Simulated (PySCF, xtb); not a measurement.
In(Cl)2(SeH) (Cl2HInSe), SMILES [Cl][In]([Cl])[SeH]. Other conformers were not sampled.

Harmonic wavenumbers (cm⁻¹) from GFN2-xTB (xtb) at its own minimum, in rising order: 63, 71, 83, 165, 202, 296, 316, 534, 2019.

Question: What does PySCF 2.14.0 with B3LYP-D3(BJ)/def2-SVP give at its own minimum? (Estimate from the structure and the level; the computed values follow.)

Answer: 63, 86, 92, 209, 233, 358, 380, 621, 2405. Paired by order, the mean absolute difference is 77 cm⁻¹ and the zero-point energies are 5.4 and 6.4 kcal/mol.
